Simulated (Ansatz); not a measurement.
`FC1CO[SiH2]1`, 10 atoms. Total charge 0; spin multiplicity 1. All runs use 4 threads of a server CPU on a shared host. Correlated methods freeze the cores.

Question: How many basis functions does each run have, and how long does it take in Ansatz? RKS r2SCAN0-D4/def2-TZVPP energy; RKS PBE0-D4/def2-SVP energy; RKS ωB97M-V/def2-SVP energy; RKS PBE0-D4/def2-TZVP relaxation (9 steps); RKS B97M-V/def2-TZVPP energy; RHF-CCSD(T)/def2-TZVPP energy; RKS PBE0-D4/def2-QZVPP energy; RHF-MP2/def2-QZVPP energy; direct RPA on PBE orbitals/def2-TZVPP energy; RKS SPW92 (LDA)/def2-TZVPP energy; RKS ωB97M-V/def2-QZVPP energy; RKS LC-ωPBE/def2-TZVPP energy. (Estimate.)

Answer: Ansatz gave: Other jobs shared the machine, so times are rough.

```csv
level,job,functions,wall time,peak host memory (GiB)
RKS PBE0-D4/def2-SVP,energy,99,0.81 s,0.22
RKS SPW92 (LDA)/def2-TZVPP,energy,236,1.5 s,0.29
RKS ωB97M-V/def2-SVP,energy,99,2.1 s,0.3
RKS LC-ωPBE/def2-TZVPP,energy,236,2.4 s,0.41
direct RPA on PBE orbitals/def2-TZVPP,energy,236,3.5 s,0.55
RKS r2SCAN0-D4/def2-TZVPP,energy,236,4.3 s,0.52
RKS B97M-V/def2-TZVPP,energy,236,6 s,0.38
RKS PBE0-D4/def2-QZVPP,energy,448,6 s,1.5
RKS ωB97M-V/def2-QZVPP,energy,448,13 s,1.8
RHF-MP2/def2-QZVPP,energy,448,16 s,2.6
RKS PBE0-D4/def2-TZVP,relaxation (9 steps),191,29 s,0.45
RHF-CCSD(T)/def2-TZVPP,energy,236,50 s,4.8
```

LC-ωPBE has ω = 0.4 bohr⁻¹.
